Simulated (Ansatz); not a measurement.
Basis sets compared for Re₄. The state is a singlet with charge 0. Geometry PBE-D4/def2-SVP. Ansatz on 2 threads of Intel Xeon Platinum 8375C on a shared host; times are rough, and most runs start from earlier orbitals.

Cartesian coordinates in Å:
```
Re 1.352 -0.548 -0.659
Re -0.291 0.864 -1.316
Re 0.291 -0.864 1.316
Re -1.352 0.548 0.659
```

In the def2 sets Re takes a core potential; there is no spin–orbit coupling. The restricted singlet is unstable towards broken spin symmetry in Hartree–Fock (as tested in another run); at PBE-D4/def2-SVP, PBE-D4/def2-TZVP, PBE-D4/def2-TZVPD, r2SCAN-D4/def2-TZVP and others this wasn't settled. The order of the spin states hangs on the level: the triplet lies 0.19 eV below the singlet at PBE0-D4/def2-TZVP, but 0.32 eV above it at PBE-D4/def2-TZVP. The triplet is doubtful at PBE0-D4/def2-TZVP (⟨S²⟩ 3.52, where a pure state has 2.00). The structure comes from a short search, and lower isomers may exist.

```csv
level,functions,energy (Eh),HOMO (eV),LUMO (eV),wall time
PBE-D4/def2-SVP,128,-313.2703,-4.24,-3.28,4.2 s
PBE-D4/def2-TZVP,160,-313.3104,-4.20,-3.27,4.4 s
PBE-D4/def2-TZVPD,172,-313.3108,-4.22,-3.30,5.5 s
r2SCAN-D4/def2-TZVP,160,-313.2079,-4.24,-3.15,8.5 s
r2SCAN-D4/def2-TZVPD,172,-313.2082,-4.25,-3.17,10 s
PBE0-D4/def2-SVP,128,-312.9267,-4.94,-2.62,6 s
PBE0-D4/def2-TZVP (with forces),160,-312.9710,-4.88,-2.63,9.5 s
PBE0-D4/def2-TZVPD,172,-312.9714,-4.89,-2.65,8 s
```

**Question.** Estimate the rows for PBE0-D4/def2-QZVPP.

**Answer.** 
| level | functions | energy (Eh) | HOMO (eV) | LUMO (eV) | wall time |
| --- | --- | --- | --- | --- | --- |
| PBE0-D4/def2-QZVPP | 352 | -312.9852 | -4.90 | -2.65 | 23 s |
